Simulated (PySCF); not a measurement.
Broadened absorption spectrum of C6H6F2O2

Species: C6H6F2O2.
Atom-mapped SMILES: `[CH3:1][C@H:2]([F:3])[C:4]1=[CH:5][O:6][C:7]([F:8])=[CH:9][O:10]1` (hydrogens: H11, H12, H13 on C1; H14 on C2; H15 on C5; H16 on C9)

Computed, not measured: TDDFT PBE0/def2-SVPD, vertical, gas phase, core orbitals frozen in the response in PySCF 2.14.0, density-fitted response routines. Isolated species at its GFN2-xTB geometry (one conformer only). Torsions of this conformer, `[CH3:1][C@H:2]([F:3])[C:4]1=[CH:5][O:6][C:7]([F:8])=[CH:9][O:10]1`: C1–C2–C4–C5 111°.

Broadening: Gaussians 0.3 eV wide at half height, area fixed by f = 4.319×10⁻⁹ ∫ε dν̃. The width is an assumption, not a result. The curve ends short of the highest state used, and states not computed would add to its high-energy end.

| λ (nm) | ε (L mol⁻¹ cm⁻¹) |
| --- | --- |
| 208.0 | 964 |
| 211.2 | 666 |
| 214.4 | 298 |
| 217.7 | 87 |
| 220.9 | 26 |
| 224.1 | 52 |
| 227.3 | 185 |
| 230.6 | 481 |
| 233.8 | 839 |
| 237.0 | 1048 |
| 240.3 | 954 |
| 243.5 | 652 |
| 246.7 | 343 |
| 249.9 | 141 |
| 253.2 | 45 |
| 256.4 | 12 |
| 259.6 | 3 |
| 262.9 | 2 |
| 266.1 | 4 |
| 269.3 | 11 |
| 272.5 | 28 |
| 275.8 | 56 |
| 279.0 | 92 |
| 282.2 | 127 |
| 285.5 | 151 |
| 288.7 | 154 |
| 291.9 | 136 |
| 295.1 | 106 |
| 298.4 | 72 |
| 301.6 | 44 |
| 304.8 | 24 |
| 308.0 | 12 |
| 311.3 | 5 |
| 314.5 | 2 |
| 317.7 | 1 |
| 321.0 | 0 |

Question: Locate the maxima and give the states behind the curve.

Answer: 288 nm (4.31 eV), ε about 160, made up of S1 (100%); 238 nm (5.22 eV), ε about 1100, made up of S2 (100%) (ε in L mol⁻¹ cm⁻¹; maxima over ε = 5, shares over 10%). At its high-energy end, 5.96 eV, the curve is still rising (ε about 960, from S3 and S4). The states used: S1 4.31 eV (f 0.0017); S2 5.22 eV (f 0.012); S3 5.94 eV (f 0.0043); S4 6.01 eV (f 0.0070); S5 6.38 eV (f 0.0003); S6 6.56 eV (f 0.0048).

Question: On this curve, what absorbance would a 10⁻³ mol/L sample give at 266 nm over a 1 cm path?

Answer: 266 nm is 4.661 eV, where ε is about 3.8 L mol⁻¹ cm⁻¹, so A = ε c l ≈ 0.0038 (Beer–Lambert, with the gas-phase spectrum and the assumed width).

Question: What would ε be at 5.22 eV, the highest of these maxima, with half the width (0.15 eV)?

Answer: About 2110 L mol⁻¹ cm⁻¹ against 1060, a factor of about 2.00; a lone state at its own centre would give exactly 2.

Question: Coming from long wavelengths, where does ε first pass 100 L mol⁻¹ cm⁻¹?

Answer: At about 296 nm (4.19 eV), 0.12 eV below S1.
